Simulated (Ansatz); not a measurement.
This geometry of AsH5OSi (8 atoms, charge 0, multiplicity 1) is a first-order saddle point.

Method: RKS PBE-D4/def2-SVP in Ansatz 0.2.0.

```xyz
8
Properties=species:S:1:pos:R:3
O -1.597 0.289 -1.097
As -0.570 1.301 0.067
Si 0.598 -0.656 0.835
H -1.447 0.620 -2.003
H 0.626 1.616 -0.882
H 1.691 -0.282 1.805
H 1.189 -1.412 -0.323
H -0.398 -1.532 1.542
```

**Question.** Which two structures does it join? (They come from a converged band through this point; their orientation in space is the band's.)

**Answer.** No bond is made or broken. The dihedral H4–O1–As2–Si3 goes from 132 to -47°.

First end point:

```xyz
8
Properties=species:S:1:pos:R:3
O -1.197 0.319 -1.510
As -0.507 1.252 -0.071
Si 0.623 -0.671 0.810
H -2.146 0.551 -1.530
H 0.781 1.731 -0.784
H 1.616 -0.248 1.863
H 1.329 -1.427 -0.280
H -0.407 -1.564 1.446
```

Last end point:

```xyz
8
Properties=species:S:1:pos:R:3
O -1.632 0.591 -1.197
As -0.603 1.385 0.101
Si 0.524 -0.627 0.784
H -1.074 0.007 -1.748
H 0.632 1.799 -0.754
H 1.741 -0.337 1.624
H 0.940 -1.403 -0.441
H -0.435 -1.473 1.575
```

**Question.** How far does it lie above each of them?

**Answer.** 0.093 eV above the first and 0.080 eV above the second. This is the barrier of this one path; another mechanism may lie lower.

The run took 4.7 min on 1 CPU thread of a shared host.
